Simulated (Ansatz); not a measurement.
Relaxation of AlFH6N2 (10 atoms, charge 0, multiplicity 1), to a largest force component of 0.03 eV/Å in at most 50 steps.

Method: Ansatz 0.2.0, RKS PBE-D4/6-31G*.

```xyz
10
Properties=species:S:1:pos:R:3:forces:R:3
Al 0.142 0.125 0.195 0.03 -0.06 1.36
N 0.183 -0.023 2.063 -0.01 0.28 -1.27
H -0.699 0.090 2.567 0.00 0.01 0.00
H 0.923 0.457 2.579 -0.01 0.01 0.02
N 1.638 0.280 -0.753 0.02 0.01 -0.05
H 2.581 0.280 -0.368 -0.02 -0.01 0.01
H 1.668 0.325 -1.770 -0.01 0.01 0.00
F -1.331 0.097 -0.593 0.01 -0.02 -0.01
H -0.021 -2.591 0.662 -0.22 -1.18 -1.27
H 0.058 -2.111 1.189 0.19 0.95 1.20
```

**Question.** Where does it end, and by what steps?

**Answer.** It converged. The force dipped under the threshold on the way, but the program's further checks kept it going. After 15 steps the energy has fallen by 0.165 eV; H9 moved furthest, 0.97 Å.

```tsv
step	energy less start (eV)	largest force component (eV/Å)	accepted
0	0.0000	1.358	yes
1	-0.1073	0.775	yes
2	-0.1280	0.218	yes
3	-0.1349	0.142	yes
4	-0.1391	0.211	yes
5	-0.1425	0.558	yes
6	-0.1466	0.391	yes
7	-0.1528	0.202	yes
8	-0.1576	0.025	yes
9	-0.1377	1.015	no
10	-0.1595	0.247	yes
11	-0.1617	0.121	yes
12	-0.1633	0.148	yes
13	-0.1641	0.064	yes
14	-0.1645	0.024	yes
15	-0.1646	0.010	yes
```

```xyz
10
Properties=species:S:1:pos:R:3
Al 0.175 0.378 0.087
N 0.136 0.098 1.848
H -0.719 0.045 2.398
H 0.951 -0.070 2.435
N 1.692 0.530 -0.833
H 2.628 0.510 -0.435
H 1.734 0.630 -1.846
F -1.278 0.523 -0.727
H -0.110 -3.233 1.382
H -0.068 -2.483 1.461
```

Whether the end is a true minimum wasn't checked by a vibrational analysis.

The run took 42 s on 1 thread of Arm Neoverse V1, on a shared host, peak memory 0.12 GiB.
